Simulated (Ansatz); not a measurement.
Geometry optimisation, Ansatz, RKS PBE/def2-SVP.

Input file:

```yaml
crystal:
  periodic: [false, false, false]
  atoms:
    - { symbol: Ga, position_ang: [0.0, 0.0, 0.0] }
    - { symbol: Cl, position_ang: [0.0, 0.0, 2.59] }
    - { symbol: H, position_ang: [1.3596, 0.0, -0.785] }
    - { symbol: H, position_ang: [-1.3596, 0.0, -0.785] }
    - { symbol: Br, position_ang: [0.1137, -2.5787, 0.8577] }
    - { symbol: H, position_ang: [0.0645, -1.463, 2.1491] }
basis:
  gaussian: { orbitals: def2-SVP }
hamiltonian:
  xc: pbe
relax:
  f_tol: 0.15
  max_steps: 25
  restrain:
    - { distance: [0, 4], at: 3.62, k: 30.0 }
    - { distance: [5, 1], at: 2.57, k: 30.0 }
    - { distance: [0, 1], at: 2.24, k: 30.0 }
    - { distance: [5, 4], at: 1.55, k: 30.0 }
```

Run as:

```bash
$ ansatz run input.yaml --threads 2 --pin off --max-ram 3072MiB --backend cpu --events-out ev --progress --plain --runs-dir out
```

Where does it end, and by what steps?

It converged. The restraints hold the end off the free minimum; the threshold counts their pulls, which the force column leaves out. Restrained pairs: Ga1–Br5 (2.72 → 3.62 Å), Cl2–H6 (1.53 → 2.57 Å), Ga1–Cl2 (2.59 → 2.23 Å), Br5–H6 (1.71 → 1.51 Å). After 5 steps the energy has fallen by 0.373 eV (the restraints' own energy left out); Br5 moved furthest, 0.65 Å.

```tsv
step	energy less start (eV)	largest force component (eV/Å)	accepted
0	0.0000	1.571	yes
1	0.0801	1.459	yes
2	0.0090	1.560	yes
3	-0.1079	1.351	yes
4	-0.3537	1.093	yes
5	-0.3726	1.037	yes
```

```xyz
6
Properties=species:S:1:pos:R:3
Ga -0.005 0.246 -0.034
Cl -0.009 0.504 2.181
H 1.416 0.256 -0.683
H -1.428 0.193 -0.678
Br 0.120 -3.181 1.114
H 0.084 -2.060 2.126
```

Run time: 12 s on 2 threads of Intel(R) Xeon(R) Platinum 8488C (Sapphire Rapids) (shared host), peak memory 0.16 GiB.
